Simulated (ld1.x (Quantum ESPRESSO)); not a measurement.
**gadolinium (Gd): excitation energies, all-electron against TM semilocal**

ld1.x (Quantum ESPRESSO) 7.5 input, shortened:

```
&input
   title='Gd', zed=64., rel=1, dft='PBESOL', iswitch=3,
   config='[Xe] 4f7 5d1 6s0 6p0'
 /
 &inputp
   pseudotype=1, tm=.true., lloc=0,
   nlcc=.false.
 /
4
5P  2  1   6.00   0.00  1.60  1.60  0.0
5D  3  2   1.00   0.00  2.70  2.70  0.0
4F  4  3   7.00   0.00  1.20  1.20  0.0
6S  1  0   0.00   0.00  3.00  3.00  0.0
 &test
   configts(1)='4f7 5p6 5d1 6s0 6p0'
 /
```

Energies are relative to the spin-unpolarised reference configuration 4f7 5p6 5d1 6s0 6p0; without spin polarisation the order of configurations can differ from experiment.

| valence configuration | charge | ΔE all-electron (eV) | error AE − PS (meV) |
| --- | --- | --- | --- |
| 4f7 5p6 5d0 6s0 6p0 | +3 | 19.792 | +5.3 |
| 4f7 5p6 5d1 6s1.5 6p0 | +0.5 | -16.027 | +26 |
| 4f7 5p6 5d1 6s1 6p1 | 0 | -15.821 | +36 |
| 4f8 5p6 5d0 6s2 6p0 | 0 | -22.513 | -0.7 |
| 4f7 5p6 5d2 6s0 6p0 | +1 | -10.958 | +8.0 |

(1) What are ΔE and the potential's error for 4f7 5p6 5d1 6s1 6p0?

(2) What are ΔE and the potential's error for 4f7 5p6 5d1 6s2 6p0?

Levels in the configuration 4f8 5p6 5d0 6s2 6p0:

| level | all-electron (eV) | pseudo (eV) |
| --- | --- | --- |
| 4f | -2.942 | -2.745 |
| 5p | -24.327 | -24.344 |
| 6s | -3.681 | -3.758 |

Answers

(1) ΔE = -12.046 eV all-electron; the error (AE − PS) is +15 meV.

(2) ΔE = -18.719 eV all-electron; the error (AE − PS) is +35 meV.

ld1.x printed “convergence not achieved” for 5 of the counted tests; their residual had stalled under 1e-8, short of the target of 1e-14.
